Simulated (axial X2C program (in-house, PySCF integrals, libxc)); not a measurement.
## Worked dissociation energy of CsCa: CCSD(T), spin-free

All values were computed with an axial X2C code built on PySCF integrals. Spin-free means the one-electron spin-free X2C Hamiltonian. Basis: Cs dyall-cv3z [15s15p9d4f1g], Ca dyall-cv3z [11s12p6d4f] (cores contracted in-house); Gaussian nuclei, density fitting, unrestricted open shells. Masses: Cs 132.905 u, Ca 39.963 u.

Molecular state: M_S = 1/2, Λ = 0 (beyond evenly filled blocks: σα).

Correlated methods: 11 electrons correlated (number of frozen shells: Cs 4 s, 3 p, 2 d; Ca 3 s, 2 p), 349 virtual spin orbitals or spinors in MP2, 90 natural virtuals in coupled cluster.

- E(Cs) (2M_S = 1, M_L = 0): -7783.322863 hartree
- E(Ca) (2M_S = 0, M_L = 0): -679.665498 hartree
- E(CsCa) at Re: -8462.992799 hartree
- ωe: 49.0 cm⁻¹
- ωexe: 0.823 cm⁻¹

**Question.** Work out De and D0.

**Answer.** De = -7783.322863 + (-679.665498) − (-8462.992799) = 0.00444 hartree = 0.121 eV. The zero-point energy is ωe/2 − ωexe/4 = 24 cm⁻¹ = 0.003 eV, so D0 = 0.118 eV.

The state is a single determinant with fixed occupations, the lowest that a limited PBE0 search found. De is counted from the lowest determinant-based energies of the atoms at the same level, without counterpoise correction. Coupled cluster ran in a truncated set of natural virtual spinors; the MP2 energy of the rest was added. (T) has no such correction and the atoms are truncated less, which lowers De at CCSD(T) by a hundredth of an eV or more. The outer-core s and p shells of the metal are frozen in the correlated rows, which leaves out core–valence correlation; for alkali and alkaline-earth bonds that tends to lengthen them. The determinant is spin-polarised beyond a pure state at some levels (its spin-free form has ⟨S²⟩ too high), which makes Re and μ there less reliable. The T1 diagnostic is large, a sign of multireference character. With the outer-core shells frozen, correlated bond lengths of heavy atoms tend to come out a few hundredths of an ångström too long. Spin–orbit coupling changes these values markedly for this molecule (Re by over 0.02 Å or De by over 0.25 eV), so the spin-free numbers are a model.

The levels of this run spread widely (ωe from 42 to 57 cm⁻¹), so these constants depend on the method. The bond is weak, and without diffuse functions and with truncated virtuals even CCSD(T) can be tens of per cent off in De.

Each atomic determinant is the lowest at this level and need not be a pure term. Totals compare only within one Hamiltonian and basis.
